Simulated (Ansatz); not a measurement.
C3H5ClTe, SMILES `ClC1([TeH])CC1`, 10 atoms. The species carries charge 0 and has multiplicity 1. Correlated methods include outer-core shells of Te, which these sets cover unevenly. Te: def2 effective core potential. All runs use 4 threads of an Intel Xeon 6975P-C on a shared host. Correlated methods freeze the cores.

Give the basis size and wall time and peak host memory of each of these runs in Ansatz. RKS HSE06 (plane-wave form)-D4/def2-TZVPP energy; RKS PBE0-D4/def2-TZVP relaxation (7 steps); RKS PBE0-D4/def2-TZVP frequencies; RHF-CCSD(T)/def2-TZVPP energy; RKS ωB97M-V/def2-SVP energy; RKS PBE0-D4/def2-QZVPP energy; RHF-MP2/def2-QZVPP energy; RHF-CCSD(T)/def2-SVP energy; RKS ωB97M-V/def2-QZVPP energy; RKS B97M-V/def2-TZVPP energy; RKS revPBE-D4/def2-TZVPP energy; RKS PBE0-D4/def2-SVP energy. (Estimate.)

Ansatz gave: Other jobs shared the machine, so times are rough.

| level | job | functions | wall time | peak host memory (GiB) |
| --- | --- | --- | --- | --- |
| RKS PBE0-D4/def2-SVP | energy | 111 | 1 s | 0.27 |
| RKS revPBE-D4/def2-TZVPP | energy | 255 | 1.8 s | 0.37 |
| RKS HSE06 (plane-wave form)-D4/def2-TZVPP | energy | 255 | 3.2 s | 0.79 |
| RKS ωB97M-V/def2-SVP | energy | 111 | 3.4 s | 0.39 |
| RHF-CCSD(T)/def2-SVP | energy | 111 | 5.5 s | 0.62 |
| RKS B97M-V/def2-TZVPP | energy | 255 | 6 s | 0.46 |
| RKS PBE0-D4/def2-QZVPP | energy | 473 | 6.5 s | 1.9 |
| RKS ωB97M-V/def2-QZVPP | energy | 473 | 12 s | 2.3 |
| RHF-MP2/def2-QZVPP | energy | 473 | 18 s | 3.2 |
| RKS PBE0-D4/def2-TZVP | relaxation (7 steps) | 210 | 20 s | 0.65 |
| RHF-CCSD(T)/def2-TZVPP | energy | 255 | 71 s | 6.8 |
| RKS PBE0-D4/def2-TZVP | frequencies | 210 | 120 s | 0.67 |
